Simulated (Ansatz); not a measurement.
# Which is lower?

The two ends of one reaction step of SiNH7O4, singlet (PBE0-D4/def2-TZVP).

A:

Si1  (-0.201, -0.140, 0.208)
O2  (-0.973, 1.319, -0.047)
O3  (-0.423, -1.375, -0.882)
O4  (-1.255, -0.812, 1.373)
O5  (1.204, -0.092, 1.109)
H6  (1.446, 1.453, -0.951)
N7  (1.036, 0.576, -1.248)
H8  (-1.833, 1.345, 0.374)
H9  (-1.032, -2.029, -0.533)
H10  (-1.362, -0.312, 2.183)
H11  (1.112, -0.563, 1.938)
H12  (0.506, 0.726, -2.098)
H13  (1.773, -0.095, -1.425)
(Å)

B:

```xyz
13
angstrom
Si 0.0218 -0.8965 -0.1154
O -0.3041 1.9181 0.9894
O 0.2078 -2.3807 -0.7548
O -1.5498 -0.6876 0.2768
O 1.0348 -0.7430 1.1568
H 0.0048 1.7276 0.0809
N 0.4395 0.3313 -1.2613
H -0.3216 2.8710 1.0920
H 0.0013 -3.1292 -0.1932
H -1.7228 0.1487 0.7228
H 0.9271 0.0876 1.6325
H -0.1483 0.3918 -2.0814
H 1.4093 0.3609 -1.5449
```

Computed with Ansatz 0.2.0 (basis: def2-TZVPP); correlated methods freeze the cores. B3LYP uses VWN-RPA correlation.

**Question.** Which structure is lower at CCSD(T), and by how much? (Judge from chemistry; the value comes from the calculation.)

**Answer.** The calculation gives: A, by 29.9 kJ/mol (electronic energy, against the other). By their contacts, A is SiNH₇O₄ ([NH3][Si]([OH])([OH])([OH])[OH]) and B is a complex of SiNH₅O₃ ([NH2][Si]([OH])([OH])[OH]) + H₂O.

All methods give the same order:

| method | E(B) − E(A) (kJ/mol) |
| --- | --- |
| SPW92 | 34.8 |
| PBE-D4 | 21.4 |
| BLYP-D4 | 12.7 |
| r2SCAN-D4 | 29.7 |
| B97M-V | 29.5 |
| PBE0-D4 | 24.9 |
| B3LYP-D4 | 16.8 |
| r2SCAN0-D4 | 30.1 |
| BHLYP-D4 | 21.2 |
| CAM-B3LYP-D4 | 22.2 |
| wB97X-V | 28.4 |
| wB97M-V | 28.6 |
| B2PLYP | 23.0 |
| PBE-QIDH | 30.8 |
| RPA on PBE | 31.6 |
| HF | 14.1 |
| MP2 | 30.7 |
| CCSD | 28.6 |
| CCSD(T) | 29.9 |

T1 diagnostic: at most 0.011.

Labels in which every atom is bracketed show which atoms are joined, not bond orders.

For scale, one of the runs: CCSD(T)/def2-TZVPP, 295 basis functions, launched by `ansatz run in.yaml --threads 8 --pin off --events-out ev --progress --plain --max-ram 19148MiB`. Time: 4.5 min of wall clock on 8 CPU threads of an Intel Xeon; the host was shared. Peak host memory: 10 GiB.
